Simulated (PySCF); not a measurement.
Species: C₁₀H₁₀N₂.
Atom-mapped SMILES: `[CH2:1]=[C:2]1[CH2:3][CH2:4][CH2:5][C@:6]1([C:7]#[N:8])/[CH:9]=[CH:10]/[C:11]#[N:12]` (hydrogens: H13, H14 on C1; H15, H16 on C3; H17, H18 on C4; H19, H20 on C5; H21 on C9; H22 on C10)

Computed with PBE0-D3(BJ)/def2-SVP geometry optimisation, gas phase in PySCF 2.14.0.

(1) List the bond lengths, angles and torsions at this level.

Results:

(1) 
| bond | length (pm) | order |
| --- | --- | --- |
| C1=C2 | 133.2 | double |
| C2–C3 | 151.1 | single |
| C3–C4 | 152.9 | single |
| C4–C5 | 152.4 | single |
| C5–C6 | 155.2 | single |
| C6–C7 | 146.7 | single |
| C7≡N8 | 115.8 | triple |
| C6–C9 | 149.9 | single |
| C9=C10 | 134.1 | double |
| C10–C11 | 142.6 | single |
| C11≡N12 | 116.0 | triple |
| C2–C6 | 154.4 | single |
| C1–H13 | 109.3 | single |
| C1–H14 | 109.3 | single |
| C3–H15 | 110.4 | single |
| C3–H16 | 110.0 | single |
| C4–H17 | 110.2 | single |
| C4–H18 | 109.9 | single |
| C5–H19 | 110.3 | single |
| C5–H20 | 109.9 | single |
| C9–H21 | 109.4 | single |
| C10–H22 | 109.6 | single |

Orders are formal, as drawn. A selection of angles:
| angle | degrees |
| --- | --- |
| C1–C2–C3 | 128.0 |
| C1–C2–C6 | 123.4 |
| C3–C2–C6 | 108.7 |
| C2–C3–C4 | 105.0 |
| C3–C4–C5 | 103.2 |
| C4–C5–C6 | 103.5 |
| C5–C6–C7 | 109.1 |
| C5–C6–C9 | 113.0 |
| C7–C6–C9 | 111.4 |
| C2–C6–C5 | 102.3 |
| C2–C6–C7 | 108.4 |
| C2–C6–C9 | 112.2 |
| C6–C7–N8 | 179.4 |
| C6–C9–C10 | 125.6 |
| C9–C10–C11 | 122.5 |
| C10–C11–N12 | 179.2 |

Dihedral angles: C1–C2–C3–C4 171° (antiperiplanar); C2–C3–C4–C5 32° (synclinal); C3–C4–C5–C6 -42° (synclinal); C4–C5–C6–C7 -80° (synclinal); C5–C6–C9–C10 123° (anticlinal); C6–C9–C10–C11 180° (antiperiplanar); C1–C2–C6–C5 164° (antiperiplanar).

The 5-membered ring C2–C3–C4–C5–C6 has internal angles of 102.3° to 108.7° (sum 523°, against 540° for a flat polygon); it is puckered, 0.18 Å rms from its mean plane, widest ring torsion 42°. The 10 C–C bonds span 1.332 Å (C1=C2, drawn double) to 1.552 Å (C5–C6, drawn single), a spread of 0.220 Å. Of the pairs four or more bonds apart, C7···H22 is among the closest relative to their van der Waals radii: 2.49 Å, 86 % of the sum of Bondi's values.

Point group: C1 (no symmetry element, even within 0.4 Å). PBE0-D3(BJ)/def2-SVP frequencies: not computed here. The numbers are those of one conformer.
